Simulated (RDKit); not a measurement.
Input for RDKit: MMFF94 on C2H6Si (SMILES C=C[SiH3]), a point of a torsion scan.

```python
from rdkit import Chem
from rdkit.Chem import AllChem, rdDetermineBonds

blocks = [
'''9

C     1.52188803   -0.08428509   -0.27599663
C     0.49843620    0.05568263    0.55153508
Si   -1.31246671    0.03503037    0.03960178
H     1.37847586   -0.19841518   -1.33890854
H     2.54932099   -0.08462671    0.05792187
H     0.71054082    0.16671126    1.60933259
H    -1.87737085   -1.28835178    0.32256346
H    -1.42352206    0.31717263   -1.39227862
H    -2.03229484    1.05183634    0.81089446
''',
]
mol = None
for b in blocks:
    f = Chem.MolFromXYZBlock(b)
    rdDetermineBonds.DetermineBonds(f, charge=0)
    mol = f if mol is None else Chem.CombineMols(mol, f)
Chem.SanitizeMol(mol)
print(Chem.MolToSmiles(Chem.RemoveHs(mol)))
ff = AllChem.MMFFGetMoleculeForceField(mol, AllChem.MMFFGetMoleculeProperties(mol), nonBondedThresh=100.0, ignoreInterfragInteractions=False)
e = ff.CalcEnergy()
print(f'MMFF94 energy {e:.6f} kcal/mol')
```

Program output:

```
C=C[SiH3]
MMFF94 energy 15.373295 kcal/mol
```

The run finished.

Cost: around 0.04 core-seconds (rough).
